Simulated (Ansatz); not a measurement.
Ansatz (an electronic-structure program) input (B3LYP-D3(BJ)/def2-TZVP):

Ansatz 0.2 input:
```yaml
crystal:
  periodic: [false, false, false]
  atoms:
    - {symbol: Si, position_ang: [0.00171159, -0.41152194, -0.38497230]}
    - {symbol: O, position_ang: [-0.80962214, -1.38188270, -1.26650876]}
    - {symbol: O, position_ang: [1.66915070, -0.52600061, -0.55293051]}
    - {symbol: N, position_ang: [-0.27297491, 1.34986013, -0.58779462]}
    - {symbol: N, position_ang: [-0.20252996, -0.51151815, 1.39495304]}
    - {symbol: H, position_ang: [2.10410240, 0.11513139, 0.00223583]}
    - {symbol: H, position_ang: [-0.15147363, 1.59097703, -1.56322956]}
    - {symbol: H, position_ang: [-1.22873258, 1.58779952, -0.35851474]}
    - {symbol: H, position_ang: [-1.17475456, -0.39009786, 1.64547748]}
    - {symbol: H, position_ang: [0.05068642, -1.44156752, 1.70346905]}
basis:
  gaussian:
    orbitals: def2-TZVP
hamiltonian:
  xc: b3lyp
  dispersion: d3bj
total_charge: -1
relax: {f_tol: 0.002, max_steps: 150}
```

Output:

```
Functional definition: B3LYP
integrals: 0.10 GiB planned
1093 factors; their error is unknown
0.25 GiB of the device are held for the grids
0.96 GiB of device memory are held for the factors and their scratch space
mean field: 0.79 GiB planned
mean field evaluation 1: about -15029.8969 eV, gradient 8.5e1 eV
mean field evaluation 2: about -15002.3530 eV, gradient 1.4e2 eV
mean field evaluation 4: about -15042.2228 eV, gradient 6.4e0 eV
mean field evaluation 8: about -15042.3286 eV, gradient 3.3e-1 eV
mean field evaluation 16: about -15042.3288 eV, gradient 4.7e-5 eV
mean field -15042.32876455 eV, -552.7953860404 hartree, gradient 4.7e-5 eV, S^2 0.000000; 0 other end points of the search recorded, 0 dependent functions left out
the calculation of the forces begins
reference -15042.32902219 eV, -552.7953955086 hartree; 25, 25 occupied and 166, 166 virtual orbitals, 1093 factors
relax step   1: F+E_penalty+E_count = -15042.68182007 eV  Δ(F+E_penalty+E_count) = +0.000e0 eV  max|allowed force component| = 5.634e-1 eV/Å  Δτ_max = 0.0000 Å  (29 SCF iters, accepted)
these checks for a lower state are left out or cut short: starts, cluster_reference, orbital_swaps, neighbouring_geometries, increment
integrals: 0.10 GiB planned
1093 factors; their error is unknown
0.25 GiB of the device are held for the grids
0.96 GiB of device memory are held for the factors and their scratch space
mean field: 0.79 GiB planned
mean field -15042.34480986 eV, -552.7959756947 hartree, gradient 1.6e-5 eV, S^2 0.000000; 0 other end points of the search recorded, 0 dependent functions left out
the calculation of the forces begins
reference -15042.34506744 eV, -552.7959851607 hartree; 25, 25 occupied and 166, 166 virtual orbitals, 1093 factors
relax step   2: F+E_penalty+E_count = -15042.69641083 eV  Δ(F+E_penalty+E_count) = -1.459e-2 eV  max|allowed force component| = 2.665e-1 eV/Å  Δτ_max = 0.0365 Å  (32 SCF iters, accepted)
these checks for a lower state are left out or cut short: starts, cluster_reference, orbital_swaps, neighbouring_geometries, increment
integrals: 0.10 GiB planned
1093 factors; their error is unknown
0.25 GiB of the device are held for the grids
0.96 GiB of device memory are held for the factors and their scratch space
mean field: 0.79 GiB planned
mean field -15042.35076383 eV, -552.7961944994 hartree, gradient 1.6e-5 eV, S^2 0.000000; 0 other end points of the search recorded, 0 dependent functions left out
the calculation of the forces begins
reference -15042.35102124 eV, -552.7962039588 hartree; 25, 25 occupied and 166, 166 virtual orbitals, 1093 factors
relax step   3: F+E_penalty+E_count = -15042.70178328 eV  Δ(F+E_penalty+E_count) = -5.372e-3 eV  max|allowed force component| = 8.965e-2 eV/Å  Δτ_max = 0.0350 Å  (32 SCF iters, accepted)
these checks for a lower state are left out or cut short: starts, cluster_reference, orbital_swaps, neighbouring_geometries, increment
integrals: 0.10 GiB planned
1093 factors; their error is unknown
0.25 GiB of the device are held for the grids
0.96 GiB of device memory are held for the factors and their scratch space
mean field: 0.79 GiB planned
mean field evaluation 32: about -15042.2860 eV, gradient 3.6e0 eV
mean field -15042.35315561 eV, -552.7962823954 hartree, gradient 1.7e-5 eV, S^2 0.000000; 0 other end points of the search recorded, 0 dependent functions left out
the calculation of the forces begins
reference -15042.35341256 eV, -552.7962918384 hartree; 25, 25 occupied and 166, 166 virtual orbitals, 1093 factors
relax step   4: F+E_penalty+E_count = -15042.70518706 eV  Δ(F+E_penalty+E_count) = -3.404e-3 eV  max|allowed force component| = 1.470e-1 eV/Å  Δτ_max = 0.0654 Å  (31 SCF iters, accepted)
these checks for a lower state are left out or cut short: starts, cluster_reference, orbital_swaps, neighbouring_geometries, increment
integrals: 0.10 GiB planned
1093 factors; their error is unknown
[...]
these checks for a lower state are left out or cut short: starts, cluster_reference, orbital_swaps, neighbouring_geometries, increment
integrals: 0.10 GiB planned
1093 factors; their error is unknown
0.25 GiB of the device are held for the grids
0.96 GiB of device memory are held for the factors and their scratch space
mean field: 0.79 GiB planned
mean field -15042.35347187 eV, -552.7962940180 hartree, gradient 2.1e-5 eV, S^2 0.000000; 0 other end points of the search recorded, 0 dependent functions left out
the calculation of the forces begins
reference -15042.35372889 eV, -552.7963034632 hartree; 25, 25 occupied and 166, 166 virtual orbitals, 1093 factors
relax step  19: F+E_penalty+E_count = -15042.70064859 eV  Δ(F+E_penalty+E_count) = +1.317e-1 eV  max|allowed force component| = 2.189e0 eV/Å  Δτ_max = 0.1957 Å  (37 SCF iters, rejected (line search))
these checks for a lower state are left out or cut short: starts, cluster_reference, orbital_swaps, neighbouring_geometries, increment
integrals: 0.10 GiB planned
1093 factors; their error is unknown
0.26 GiB of the device are held for the grids
0.96 GiB of device memory are held for the factors and their scratch space
mean field: 0.79 GiB planned
mean field -15042.48566667 eV, -552.8011520870 hartree, gradient 2.5e-5 eV, S^2 0.000000; 0 other end points of the search recorded, 0 dependent functions left out
the calculation of the forces begins
reference -15042.48592223 eV, -552.8011614789 hartree; 25, 25 occupied and 166, 166 virtual orbitals, 1093 factors
relax step  20: F+E_penalty+E_count = -15042.83436489 eV  Δ(F+E_penalty+E_count) = -1.971e-3 eV  max|allowed force component| = 3.013e-2 eV/Å  Δτ_max = 0.0602 Å  (31 SCF iters, accepted)
these checks for a lower state are left out or cut short: starts, cluster_reference, orbital_swaps, neighbouring_geometries, increment
integrals: 0.10 GiB planned
1093 factors; their error is unknown
0.25 GiB of the device are held for the grids
0.96 GiB of device memory are held for the factors and their scratch space
mean field: 0.79 GiB planned
mean field evaluation 160: about -15042.4743 eV, gradient 4.4e-3 eV
mean field -15042.47429906 eV, -552.8007343352 hartree, gradient 2.5e-5 eV, S^2 0.000000; 0 other end points of the search recorded, 0 dependent functions left out
the calculation of the forces begins
reference -15042.47455428 eV, -552.8007437145 hartree; 25, 25 occupied and 166, 166 virtual orbitals, 1093 factors
relax step  21: F+E_penalty+E_count = -15042.82239899 eV  Δ(F+E_penalty+E_count) = +1.197e-2 eV  max|allowed force component| = 5.460e-1 eV/Å  Δτ_max = 0.0680 Å  (30 SCF iters, rejected (line search))
these checks for a lower state are left out or cut short: starts, cluster_reference, orbital_swaps, neighbouring_geometries, increment
integrals: 0.10 GiB planned
1093 factors; their error is unknown
0.26 GiB of the device are held for the grids
0.96 GiB of device memory are held for the factors and their scratch space
mean field: 0.79 GiB planned
mean field -15042.48661772 eV, -552.8011870374 hartree, gradient 2.1e-5 eV, S^2 0.000000; 0 other end points of the search recorded, 0 dependent functions left out
the calculation of the forces begins
reference -15042.48687333 eV, -552.8011964310 hartree; 25, 25 occupied and 166, 166 virtual orbitals, 1093 factors
relax step  22: F+E_penalty+E_count = -15042.83511284 eV  Δ(F+E_penalty+E_count) = -7.480e-4 eV  max|allowed force component| = 1.080e-2 eV/Å  Δτ_max = 0.0327 Å  (32 SCF iters, accepted)
these checks for a lower state are left out or cut short: starts, cluster_reference, orbital_swaps, neighbouring_geometries, increment
integrals: 0.10 GiB planned
1093 factors; their error is unknown
0.26 GiB of the device are held for the grids
0.96 GiB of device memory are held for the factors and their scratch space
mean field: 0.79 GiB planned
mean field -15042.48569558 eV, -552.8011531495 hartree, gradient 2.1e-5 eV, S^2 0.000000; 0 other end points of the search recorded, 0 dependent functions left out
the calculation of the forces begins
reference -15042.48595118 eV, -552.8011625428 hartree; 25, 25 occupied and 166, 166 virtual orbitals, 1093 factors
relax step  23: F+E_penalty+E_count = -15042.83403457 eV  Δ(F+E_penalty+E_count) = +1.078e-3 eV  max|allowed force component| = 1.033e-1 eV/Å  Δτ_max = 0.0283 Å  (32 SCF iters, rejected (line search))
these checks for a lower state are left out or cut short: starts, cluster_reference, orbital_swaps, neighbouring_geometries, increment
integrals: 0.10 GiB planned
1093 factors; their error is unknown
0.25 GiB of the device are held for the grids
0.96 GiB of device memory are held for the factors and their scratch space
mean field: 0.79 GiB planned
mean field -15042.48679833 eV, -552.8011936749 hartree, gradient 2.1e-5 eV, S^2 0.000000; 0 other end points of the search recorded, 0 dependent functions left out
the calculation of the forces begins
reference -15042.48705388 eV, -552.8012030662 hartree; 25, 25 occupied and 166, 166 virtual orbitals, 1093 factors
relax step  24: F+E_penalty+E_count = -15042.83522660 eV  Δ(F+E_penalty+E_count) = -1.138e-4 eV  max|allowed force component| = 6.066e-3 eV/Å  Δτ_max = 0.0120 Å  (32 SCF iters, accepted)
these checks for a lower state are left out or cut short: starts, cluster_reference, orbital_swaps, neighbouring_geometries, increment
integrals: 0.10 GiB planned
1093 factors; their error is unknown
0.25 GiB of the device are held for the grids
0.96 GiB of device memory are held for the factors and their scratch space
mean field: 0.79 GiB planned
mean field -15042.48680594 eV, -552.8011939546 hartree, gradient 2.1e-5 eV, S^2 0.000000; 0 other end points of the search recorded, 0 dependent functions left out
the calculation of the forces begins
reference -15042.48706152 eV, -552.8012033470 hartree; 25, 25 occupied and 166, 166 virtual orbitals, 1093 factors
relax step  25: F+E_penalty+E_count = -15042.83513605 eV  Δ(F+E_penalty+E_count) = +9.055e-5 eV  max|allowed force component| = 2.407e-2 eV/Å  Δτ_max = 0.0160 Å  (32 SCF iters, rejected (line search))
these checks for a lower state are left out or cut short: starts, cluster_reference, orbital_swaps, neighbouring_geometries, increment
integrals: 0.10 GiB planned
1093 factors; their error is unknown
0.25 GiB of the device are held for the grids
0.96 GiB of device memory are held for the factors and their scratch space
mean field: 0.79 GiB planned
mean field evaluation 192: about -15042.4567 eV, gradient 7.2e-4 eV
mean field -15042.48687607 eV, -552.8011965316 hartree, gradient 2.1e-5 eV, S^2 0.000000; 0 other end points of the search recorded, 0 dependent functions left out
the calculation of the forces begins
reference -15042.48713163 eV, -552.8012059235 hartree; 25, 25 occupied and 166, 166 virtual orbitals, 1093 factors
relax step  26: F+E_penalty+E_count = -15042.83526218 eV  Δ(F+E_penalty+E_count) = -3.558e-5 eV  max|allowed force component| = 2.065e-3 eV/Å  Δτ_max = 0.0078 Å  (33 SCF iters, accepted)
these checks for a lower state are left out or cut short: starts, cluster_reference, orbital_swaps, neighbouring_geometries, increment
integrals: 0.10 GiB planned
1093 factors; their error is unknown
0.25 GiB of the device are held for the grids
0.96 GiB of device memory are held for the factors and their scratch space
mean field: 0.79 GiB planned
mean field -15042.48689584 eV, -552.8011972581 hartree, gradient 2.1e-5 eV, S^2 0.000000; 0 other end points of the search recorded, 0 dependent functions left out
the calculation of the forces begins
reference -15042.48715139 eV, -552.8012066497 hartree; 25, 25 occupied and 166, 166 virtual orbitals, 1093 factors
relax step  27: F+E_penalty+E_count = -15042.83527263 eV  Δ(F+E_penalty+E_count) = -1.045e-5 eV  max|allowed force component| = 1.618e-3 eV/Å  Δτ_max = 0.0076 Å  (33 SCF iters, accepted)
integrals: 0.10 GiB planned
1093 factors; their error is unknown
0.25 GiB of the device are held for the grids
0.96 GiB of device memory are held for the factors and their scratch space
mean field: 0.79 GiB planned
mean field evaluation 224: about -15042.4869 eV, gradient 2.0e-3 eV
mean field -15042.48689584 eV, -552.8011972581 hartree, gradient 2.1e-5 eV, S^2 0.000000; 1 other end points of the search recorded, 0 dependent functions left out
the calculation of the forces begins
reference -15042.48715139 eV, -552.8012066497 hartree; 25, 25 occupied and 166, 166 virtual orbitals, 1093 factors
Total energy: -15042.83552819 eV, -552.8140092607 hartree
Atom 0 at     0.002190    -0.379887    -0.336301 Å, force    -0.001582     0.000203     0.000685 eV/Å
Atom 1 at    -0.616978    -1.321281    -1.408864 Å, force    -0.000247    -0.001094    -0.000463 eV/Å
Atom 2 at     1.662334    -0.486392     0.038379 Å, force     0.000647     0.001498    -0.000502 eV/Å
Atom 3 at    -0.127591     1.335313    -0.806816 Å, force     0.001340     0.000017    -0.000827 eV/Å
Atom 4 at    -0.640613    -0.549386     1.316415 Å, force    -0.001618    -0.001595     0.000223 eV/Å
Atom 5 at     2.157051     0.008826    -0.619942 Å, force    -0.000358     0.000027    -0.000250 eV/Å
Atom 6 at    -0.896208     1.471626    -1.450892 Å, force     0.001040    -0.000061     0.000710 eV/Å
Atom 7 at    -0.252297     1.968422    -0.025845 Å, force    -0.000277    -0.000032     0.000342 eV/Å
Atom 8 at    -1.375546    -1.244933     1.344857 Å, force     0.000861     0.000925     0.000140 eV/Å
Atom 9 at     0.073222    -0.821128     1.981194 Å, force     0.000194     0.000114    -0.000059 eV/Å
Dipole moment:     0.176548     0.525895     0.535584 e Å
```

It need not be the lowest isomer of its formula. Whether it binds its extra electron was not tested at this geometry.
